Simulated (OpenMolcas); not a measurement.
How methods differ on C2H4NOSi (SMILES C[SiH]N=C=O)

The species is C2H4NOSi (9 atoms), meant as a doublet with charge 0. SMILES: `C[SiH]N=C=O`. The coordinates come from a PBE0-D4/def2-TZVP relaxation. This is one conformer, not always the lowest.

| atom | x (Å) | y (Å) | z (Å) |
| --- | --- | --- | --- |
| C | -0.2308 | 0.9365 | 1.2333 |
| Si | -0.0191 | 0.7173 | -0.6069 |
| N | 0.1470 | -0.9512 | -0.9666 |
| C | -0.0277 | -2.0223 | -1.4657 |
| O | -0.1741 | -3.0811 | -1.9309 |
| H | 0.6250 | 0.5106 | 1.7654 |
| H | -1.1381 | 0.4426 | 1.5856 |
| H | -0.2982 | 1.9986 | 1.4794 |
| H | 1.2045 | 1.4027 | -1.1105 |

Quantity: the dipole moment, in D. The values are calculated.

```json
{"level": "UHF/def2-SVP", "kind": "Hartree–Fock", "program": "OpenMolcas", "value (D)": "2.72", "CPU time": "16 s"}
{"level": "USVWN5/def2-SVP", "kind": "LDA", "program": "OpenMolcas", "value (D)": "2.40", "CPU time": "45 s"}
{"level": "UBLYP/def2-SVP", "kind": "GGA", "program": "OpenMolcas", "value (D)": "2.24", "CPU time": "68 s"}
{"level": "UPBE/def2-SVP", "kind": "GGA", "program": "OpenMolcas", "value (D)": "2.29", "CPU time": "68 s"}
{"level": "UM06-L/def2-SVP", "kind": "meta-GGA", "program": "OpenMolcas", "value (D)": "2.47", "CPU time": "83 s"}
{"level": "UTPSS/def2-SVP", "kind": "meta-GGA", "program": "OpenMolcas", "value (D)": "2.27", "CPU time": "90 s"}
{"level": "UBHLYP/def2-SVP", "kind": "global hybrid", "program": "OpenMolcas", "value (D)": "2.57", "CPU time": "70 s"}
{"level": "UM06-2X/def2-SVP", "kind": "hybrid meta-GGA", "program": "OpenMolcas", "value (D)": "2.55", "CPU time": "84 s"}
```

The values span 2.24 to 2.72 D. Magnitudes only. Times are those of the runs behind each value, whatever else they computed, on shared processors of several kinds: orders of magnitude only.
